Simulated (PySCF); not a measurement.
## What an electron can do to SnO

CCSD(T) in PySCF with def2-TZVPPD on every atom (core potentials on Sn), for the lowest determinant that a PBE0 search found; no spin–orbit coupling.

| species | state (unpaired electrons) | Re (Å) | ωe (cm⁻¹) | energy of the minimum from the neutral (eV) | De (eV) | dissociates to |
| --- | --- | --- | --- | --- | --- | --- |
| SnO | singlet (closed shell) | 1.839 | 819 | 0.00 | 5.57 | Sn + O |
| SnO⁺ | doublet (π ↑) | 1.976 | 642 | 9.73 | 3.10 | Sn⁺ + O |

Work out the lowest energy to break SnO into atoms, from its vibrational ground state.

D0 = De − ωe/2 = 5.57 − 0.05 = 5.52 eV (CCSD(T)/def2-TZVPPD).

Work out the ionisation energy of the Sn atom at this level and the threshold of dissociative ionisation.

IE(Sn) = 9.73 + 3.10 − 5.57 = 7.26 eV, so Sn⁺ + O + e⁻ appears at D0 + IE(Sn) = 12.78 eV (CCSD(T)/def2-TZVPPD). The measured IE(Sn) is 7.344 eV (NIST ASD).

These are thermodynamic thresholds; the onsets seen under electron impact lie higher where the geometry changes, and cross-sections peak well above them.

Correlated steps freeze 5 core orbitals. These are scalar-relativistic numbers at best; spin–orbit coupling would shift them, the dissociation energy most. For an ion De counts to the pair picked by the measured ionisation energies or electron affinities, which need not be the lowest pair at this level. Where the molecule has an RHF reference, its open-shell atoms are computed with UHF. The CCSD T1 diagnostic is raised in SnO, a sign that a single reference may not be enough there. States were picked by a PBE0 search and need not be the measured ground states.
